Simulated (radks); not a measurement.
The nuclear charge of neutral tungsten is varied continuously with 74 electrons held in [Xe] 4f14 5d4 6s2. All-electron calculation, scalar-relativistic Kohn-Sham, PBEsol, spin-polarised, spherical densities, finite nucleus; open shells are filled with parallel spins first (spin-orbit coupling, left out, can overturn this in heavy ions); Fermi nuclear charge, rms radius 5.3658 fm. Program: a radial shooting solver on a logarithmic mesh with Libxc functionals. By the Hellmann-Feynman theorem dE/dZ = E(electron-nucleus)/Z, the electronic potential at the nucleus (averaged over a nucleus of fixed radius). The scalar-relativistic energy here is not variational (the density holds large components alone), so the two differ by a part that grows with Z.

Z      E (hartree)  E(electron-nucleus)/Z (hartree)  HOMO  e(HOMO) (eV)  <r> HOMO (bohr)
73.75  -15999.8578                         -536.331    6s        -3.115            3.491
74     -16135.3295                         -539.119    6s        -4.781            3.328
74.25  -16271.5117                         -541.907    6s        -6.588            3.188
74.5   -16408.4046                         -544.697    6s        -8.521            3.067
74.75  -16546.0086                         -547.487    6s       -10.572            2.960
75     -16684.3245                         -550.281    6s       -12.733            2.864

The central difference of E at Z = 74 is -543.308 hartree, to compare with the third column; the second derivative is -11.4 hartree.
